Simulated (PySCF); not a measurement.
Multinuclear NMR of C3H11NOSi4

Mapped SMILES: `[CH3:1][CH2:2][O:3][Si:4]1([C:5]#[N:6])[SiH2:7][SiH2:8][SiH2:9]1`. Hydrogens are named by the atom that carries them.

PySCF 2.14 calculation with structure optimised with GFN2-xTB and σ from GIAO-PBE0/pcSseg-1; fast rotation and ring inversion assumed for equivalent nuclei, a single conformation, no solvent model, no relativistic terms.

Question: Predict the 29Si NMR data.

Answer: 
| atoms | environment | σ (ppm) | δ (ppm) |
| --- | --- | --- | --- |
| Si4 | silicon bonded to C, O, 2 Si, in a 4-membered ring | 352.3 | -9.6 |
| Si7/Si9 | silicon bonded to 2 Si, 2 H, in a 4-membered ring | 431.9 | -75.0 |
| Si8 | silicon bonded to 2 Si, 2 H, in a 4-membered ring | 456.7 | -95.4 |

Shieldings were converted by a linear fit to measured shifts: 29Si (scatter 8.9 ppm rms, 25.8 ppm with the 6 outliers that the fit left out vs TMS, solution or neat liquid). A few per cent of atoms miss by over 2 rms, more outside the fitted compound classes.

On a 500 MHz spectrometer 29Si resonates near 99.3 MHz, so 1 ppm is 99.3 Hz.

Question: What are the 15N shifts?

Answer: 
| atoms | environment | σ (ppm) | δ (ppm) |
| --- | --- | --- | --- |
| N6 | nitrile nitrogen | -102.5 | -53.6 |

Shieldings were converted by a linear fit to measured shifts: 15N: δ = -148.07 − 0.921σ (rms 6.3 ppm, 71 shifts vs CH3NO2, solution or neat liquid). Occasional misses reach two or three times the rms, and more in compound classes unlike the fitted ones.

On a 400 MHz spectrometer 15N resonates near 40.5 MHz, so 1 ppm is 40.5 Hz.

Question: Predict the 17O NMR data.

Answer: 
| atoms | environment | σ (ppm) | δ (ppm) |
| --- | --- | --- | --- |
| O3 | oxygen bonded to C, Si | 297.0 | -3.9 |

Shieldings were converted by a linear fit to measured shifts: 17O: δ = 266.70 − 0.911σ (rms 10.7 ppm, 155 shifts, 12.2 ppm with the 3 outliers that the fit left out vs liquid water, solution or neat liquid). A few per cent of atoms miss by over 2 rms, more outside the fitted compound classes.

On a 500 MHz spectrometer 17O resonates near 67.8 MHz, so 1 ppm is 67.8 Hz.
